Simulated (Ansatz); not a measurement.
`[CH3][Cd][F]`, charge 0, multiplicity 1.

(1) Give a relaxed structure at PBE0-D4/def2-TZVP (Ansatz 0.2.0). (Estimate.)

Results:

(1) Computed: 
Cartesian coordinates in Å:
```
C -0.017 0.192 0.812
Cd 0.025 -0.287 -1.211
F 0.063 -0.735 -3.105
H 0.221 -0.692 1.402
H 0.717 0.971 1.019
H -1.009 0.551 1.083
```
Point group C3v.
